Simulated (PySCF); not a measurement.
Gas-phase reaction: GeCl4 + 2 I2 + 4 H → GeI4 + 4 HCl, at 500 K and a standard pressure of 1 bar. Level: ωB97M-V/def2-TZVP†.

Computed with PySCF and rigid-rotor harmonic-oscillator thermochemistry at 1 bar. † marks an energy on the PBE0/def2-TZVP geometry and frequencies. Open shells (unrestricted): H (multiplicity 2); the rest are closed-shell singlets. I: scalar-relativistic def2 core potential, no spin-orbit coupling. Ge: all electrons, no relativistic terms. The harmonic model lacks anharmonicity and excited electronic states, which grow with temperature; levels with a mode under 35 cm⁻¹ are left out. Soft modes under 120 cm⁻¹ make the harmonic entropy rough for GeI4.

| species | E (Ha) | H(500 K) − E (kJ/mol) | S°(500 K) (J/mol/K) |
|---|---|---|---|
| GeCl4 | -3917.84212 | 56.6 | 400.7 |
| I2 | -595.39747 | 18.9 | 279.2 |
| H | -0.49412 | 10.4 | 125.5 |
| GeI4 | -3267.82943 | 54.8 | 485.6 |
| HCl | -460.78890 | 32.5 | 201.9 |
E: electronic energy; H − E holds the zero-point and thermal terms. 1 Ha = 2625.5 kJ/mol.

Work out ΔH°, ΔS°, ΔG° and log10 K from these numbers.

1. ΔE = 1×(-3267.82943) + 4×(-460.78890) − 1×(-3917.84212) − 2×(-595.39747) − 4×(-0.49412) = -0.37149 Ha = -975.3 kJ.
2. Δ(H − E) = 1×(54.8) + 4×(32.5) − 1×(56.6) − 2×(18.9) − 4×(10.4) = 48.8 kJ, so ΔH° = -926.5 kJ.
3. ΔS° = 1×(485.6) + 4×(201.9) − 1×(400.7) − 2×(279.2) − 4×(125.5) = -167.9 J/K; the number of gas molecules changes by -2.
4. ΔG° = ΔH° − TΔS° = -926.5 − 500×(-167.9)/1000 = -842.5 kJ.
5. log10 K = −ΔG°/(RT ln 10) = 88.04, with RT ln 10 = 9.57 kJ/mol; at standard pressures the products are favoured.
6. A shift of 10 kJ in ΔE would move log10 K by 1.04 here.
For scale, ΔH°(298 K) is -919 kJ at this level, -912 kJ at ωB97X-V/def2-TZVP†, and runs from -994 to -714 kJ over the 17 levels computed.
